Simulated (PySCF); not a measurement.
MoOF₂, SMILES [Mo](=[O])([F])[F] (connectivity only; charge and spin as stated), neutral, multiplicity 3. Atoms are numbered in the order given.

```xyz
4

Mo     0.0000     0.0000     0.0677
O      0.0000     0.0000     1.7318
F      0.0000     1.5976    -0.9276
F      0.0000    -1.5976    -0.9276
```
Charge 0, spin multiplicity 3.

Coordinates come from a B3LYP-D3(BJ)/def2-TZVP optimisation. The spin state was assumed, not searched. The def2 effective core potentials stand for the cores of Mo; spin–orbit coupling is left out.

Calculation: PySCF with B3LYP/def2-TZVPD.

Mulliken values depend strongly on the basis, most of all with diffuse functions as here. ESP charges are fitted to the potential on shells at 1.4 to 2.0 van der Waals radii. Atomic charges (e):

```csv
atom,ESP fit,Mulliken,Mulliken spin
Mo1,1.08,1.97,2.06
O2,-0.39,-0.69,-0.12
F3,-0.34,-0.64,0.03
F4,-0.34,-0.64,0.03
```
